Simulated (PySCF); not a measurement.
# Correlation energy of Ce⁴³⁺ (cerium, charge +43)

[Ne] 3s2 3p3, high-spin 4S determinant. Computed with PySCF 2.14 in an even-tempered Gaussian basis (16 s from 8.8 bohr⁻², ratio 2.5; 10 p from 11 bohr⁻², ratio 2.5; 4 d from 46 bohr⁻², ratio 2.7; 4 f from 69 bohr⁻², ratio 2.7), with the non-relativistic Hamiltonian (point nucleus). Frozen: 1s2; 13 electrons correlated; the 17 highest virtual orbitals of each spin left out.

```
  level  correlation energy (mhartree)
   CCSD                        -518.17
    (T)                          -0.91
CCSD(T)                        -519.08
```

Diagnostics: T1 = 0.00025, D1 = 0.0008, largest double amplitude 0.023.

Problem. Is a single reference adequate?

Solution. Yes, within this model without spin-orbit coupling: T1 lies below 0.03 and no double amplitude reaches 0.07.

At this charge a non-relativistic calculation is a model, useful for the Z dependence of the correlation energy.

Spin-orbit coupling is strong in this species, so the high-spin LS determinant is a model state.
